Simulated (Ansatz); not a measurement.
`CC(C)(C)[N]=[Nb]([F])([F])[F]` and `[NH]=[Nb]([F])([F])[F]` differ in one atom or group.

Ansatz, PBE0-D4/def2-TZVP geometries, multiplicity 1. Each molecule was computed in one conformer, which needn't be the lowest.

Elements past krypton have def2 core potentials.

```csv
property,`CC(C)(C)[N]=[Nb]([F])([F])[F]`
HOMO–LUMO gap (PBE/def2-TZVPP) / eV,4.48
HOMO–LUMO gap (PBE0/def2-TZVPP) / eV,6.70
LUMO energy (PBE/def2-TZVPP) / eV,-2.15
size of the dipole moment (ωB97M-V/def2-TZVPP) / D,1.95
LUMO energy (ωB97M-V/def2-TZVPP) / eV,0.71
HOMO energy (B3LYP/def2-TZVPP) / eV,-7.78
```

Question: Give the same properties after the change, and the shifts. (Best estimate.)

Answer: Ansatz gave: 
```csv
property,`[NH]=[Nb]([F])([F])[F]`,shift
HOMO–LUMO gap (PBE/def2-TZVPP) / eV,4.90,0.42
HOMO–LUMO gap (PBE0/def2-TZVPP) / eV,7.23,0.53
LUMO energy (PBE/def2-TZVPP) / eV,-2.50,-0.35
size of the dipole moment (ωB97M-V/def2-TZVPP) / D,1.09,-0.86
LUMO energy (ωB97M-V/def2-TZVPP) / eV,0.57,-0.14
HOMO energy (B3LYP/def2-TZVPP) / eV,-8.63,-0.85
```

With PBE0 the HOMO falls by 0.88 eV and the LUMO falls by 0.35 eV, so the gap widens by about 0.53 eV. PBE moves the HOMO by -0.76 eV and ωB97M-V by -0.93 eV. Dipoles are sizes alone; their direction can turn.

Positive LUMOs are unbound, so they and the gaps depend on the basis.

B3LYP here is the variant with VWN-RPA as its local correlation; programs differ in this.
